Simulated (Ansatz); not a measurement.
Cost and result for the atomization energy of `[SiH3][As]1C[SiH2]1` (11 atoms, 11 bonds).

```xyz
11

Si   -0.452   -0.949   -1.553
As   -0.002   -1.331    0.727
C    -0.598    0.547    1.315
Si    1.197    0.636    0.902
H     0.533   -1.679   -2.394
H    -1.815   -1.445   -1.886
H    -0.397    0.504   -1.877
H    -0.890    0.542    2.361
H    -1.334    1.025    0.677
H     2.148    0.761    2.029
H     1.610    1.390   -0.302
```

The species carries charge 0 and has multiplicity 1. Correlated methods include outer-core shells of As, which these sets cover unevenly. Scalar relativity is left out up to krypton. Geometry: relaxed with PBE0-D4/def2-TZVP. Program: Ansatz. All runs use 4 threads of a server CPU on a shared host. Times are those of one run each, without the atoms' runs, and a repeat can differ threefold. Electronic energies, without spin–orbit coupling; frozen cores. CCSD(T)/CBS adds CCSD(T) − MP2 in def2-TZVPP to the MP2 limit, and its time is that of the two runs behind it. T1 = 0.012. With those shells the extrapolation isn't a true limit.

CCSD(T)/CBS is a level of theory with its own doubt, some kJ/mol a heavy atom from the limit and from the frozen cores, so smaller differences don't rank the functionals.

```
                           level  functions  wall time  atomization (kcal/mol)  difference from CCSD(T)/CBS  per bond
            revPBE-D4/def2-TZVPP        261        2 s                   803.8                        -11.4      -1.0
 PBE-D4/def2-TZVPP (with forces)        261      2.5 s                   817.5                          2.3       0.2
         CAM-B3LYP-D4/def2-TZVPP        261      3.9 s                   813.9                         -1.3      -0.1
           r2SCANh-D4/def2-TZVPP        261      5.5 s                   813.5                         -1.7      -0.2
                CCSD(T)/def2-SVP        117      5.5 s                   752.9                        -62.3      -5.7
               B2PLYP/def2-TZVPP        261        6 s                   801.5                        -13.7      -1.2
             PBE-QIDH/def2-TZVPP        261        6 s                   806.1                         -9.1      -0.8
              ωB97X-V/def2-TZVPP        261      8.5 s                   822.9                          7.7       0.7
               B97M-V/def2-TZVPP        261      9.5 s                   820.6                          5.4       0.5
ωB97M-V/def2-TZVPP (with forces)        261       13 s                   814.6                         -0.6      -0.1
                  MP2/def2-QZVPP        496       23 s                   804.6                        -10.6      -1.0
              CCSD(T)/def2-TZVPP        261    2.4 min                   792.8                        -22.4      -2.0
               CCSD(T)/CBS(def2)          –    2.8 min                   815.2                          0.0       0.0
```

The D4 term adds +11.9 kcal/mol with B3LYP and +6.2 kcal/mol with PBE0; it sums over pairs of atoms, weighted by their polarisabilities, and B3LYP, whose exchange is more repulsive, gets the larger term. At CCSD(T), def2-SVP lies −62.3 kcal/mol from the extrapolated value and def2-TZVPP −22.4 kcal/mol: correlation converges slowly with the basis, and small sets miss more of it in the bonded molecule than in its fragments. From BLYP to BHLYP (50 % exact exchange), in def2-TZVPP and without D4, the atomization energy moves by −2.4 kcal/mol: exact exchange takes away binding that semilocal exchange gives to molecules.

B3LYP here is the variant with VWN-RPA as its local correlation; programs differ in this.
